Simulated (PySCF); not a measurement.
**Unknown compound**

Molecular formula: C7H10ClOP. Simulated spectra:

1H NMR (600 MHz, computed): δ 6.82 (m, 1H), 1.40 (s, 9H).

13C{1H} NMR (computed): δ 221.1 (C), 150.3 (C), 126.5 (CH), 40.3 (C), 31.2 (CH3, 3C).

Computed data (PySCF 2.14): σ from GIAO-PBE0/pcSseg-1, GFN2-xTB structure. A single conformation, rapidly exchanging positions averaged, no solvent, no relativistic terms.

References, each an isolated molecule treated in the same way: 1H and 13C vs TMS.

What is the structure?

Answers


5 carbon signals for 7 carbons: some carbons are equivalent by symmetry or fast rotation. Carbon types of the structure: 3 × C, 1 × CH, 3 × CH3, which accounts for all hydrogens. δC 221.1: substituted aromatic carbon next to the ring oxygen. δC 150.3: aromatic carbon bearing chlorine. δC 126.5: aromatic CH; the aromatic region. δC 40.3: quaternary sp3 carbon on an aromatic ring; a saturated carbon with 4 carbon neighbours and no heteroatom attached. δC 31.2: methyl carbon; a saturated carbon with 1 carbon neighbour and no heteroatom attached. δH 6.82: hydrogen on an aromatic CH; the ring current deshields protons in the ring plane. δH 1.40: hydrogen on a methyl carbon.

The compound is SMILES CC(C)(C)c1oc(Cl)cp1.

The data come from this structure; uniqueness wasn't tested.

Carbons that carry Cl, above all several Cl atoms, come out too deshielded, partly because spin–orbit coupling is missing. Splittings by 31P in the carbon and heteronuclear signals aren't shown, as no couplings were computed. Shifts are as computed. Against solution values, carbons near 30 ppm lie about +3 ppm off and those near 130 ppm about +5 ppm; carbons on Cl a further +6 ppm. Of 1211 compounds with measured shifts, 218 miss one by over three times the rms of a fit or turn the order of signals round; such compounds aren't used in these exercises. Multiplicities follow the n + 1 count of equivalent neighbours, as no J values were calculated; m marks all less simple cases, F and P coupling included.
